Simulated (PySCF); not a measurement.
A GIAO shielding run with PySCF (density fitting, non-relativistic, gas phase) on SMILES CC(=O)c1ccco1, C6H6O2:

```
{"job": {"kind": "nmr", "xc": "PBE0", "basis": "pcSseg-1"}, "charge": 0, "multiplicity": 1}
C     -2.311440     0.113635     0.062323
C     -1.247008    -0.237182     1.069643
O     -1.488661    -0.606939     2.197628
C      0.126220    -0.095413     0.585126
C      1.320103    -0.327894     1.230733
C      2.335513    -0.032701     0.301814
C      1.693910     0.356367    -0.839380
O      0.369729     0.322037    -0.681450
H     -2.186623     1.146919    -0.254549
H     -3.295207    -0.022070     0.502399
H     -2.207639    -0.519700    -0.816016
H      1.429803    -0.665612     2.240482
H      3.392844    -0.100538     0.454407
H      2.067777     0.668616    -1.795300
```

Hardware: 1 thread of an x86-64 server CPU, shared host. The job also computes population analyses, field gradients, ring-centre shieldings.

Task: How large is the calculation?

Result: 58 electrons, 166 basis functions and 856 auxiliary functions.

Task: How long does it take?

Result: 28 s of wall time, with 15 SCF cycles and 5 response iterations. Times on a shared host scatter by some tens of per cent.
